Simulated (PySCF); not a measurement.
## Choosing a basis for TDDFT

Compound: C3H6O2Si.
SMILES: `O=C/C=C/O[SiH3]`

TDDFT with PBE0 (PySCF), vertical singlets, core orbitals frozen in the response, spherical d and f functions. One conformer (not necessarily the lowest) at the PBE0-D3(BJ)/def2-SVP geometry, without solvent, vibrations or thermal averaging.

Compare 6-31G*, def2-SVP, 6-31+G*, def2-SVPD, aug-cc-pVDZ, def2-TZVP and def2-TZVPD for this molecule.

```tsv
basis	functions	diffuse	S1 (eV)	S2 (eV)	S3 (eV)	S4 (eV)	S5 (eV)	LUMO (eV)	α (au)
6-31G*	100	no	3.81	5.56	5.85	6.19	6.89	-1.09	60.7
def2-SVP	118	no	3.75	5.52	6.13	6.43	6.78	-1.32	64.7
6-31+G*	124	yes	3.77	5.28	5.69	6.03	6.60	-1.53	70.0
def2-SVPD	178	yes	3.71	5.26	5.88	6.20	6.66	-1.62	75.5
aug-cc-pVDZ	196	yes	3.69	5.20	5.68	5.97	6.40	-1.58	77.0
def2-TZVP	228	no	3.73	5.32	5.84	6.15	6.69	-1.51	72.1
def2-TZVPD	288	yes	3.70	5.22	5.72	6.01	6.64	-1.60	76.5
```

States are compared by their number. Against the largest diffuse basis here (def2-TZVPD, itself not a converged limit), sets without diffuse functions differ by up to 0.11 eV in S1 and 0.25 eV in S5; the smaller diffuse sets differ by up to 0.07 and 0.24 eV. State by state, the largest deviation of a set without diffuse functions is S1 0.11, S2 0.33, S3 0.41, S4 0.42, S5 0.25 eV. The same number needn't mean the same state in each row. Against def2-TZVPD the polarisability deviates by -21% in 6-31G*, -15% in def2-SVP, -8% in 6-31+G*, -1% in def2-SVPD, +1% in aug-cc-pVDZ, -6% in def2-TZVP. A single + in a Pople set puts diffuse functions on heavy atoms only.
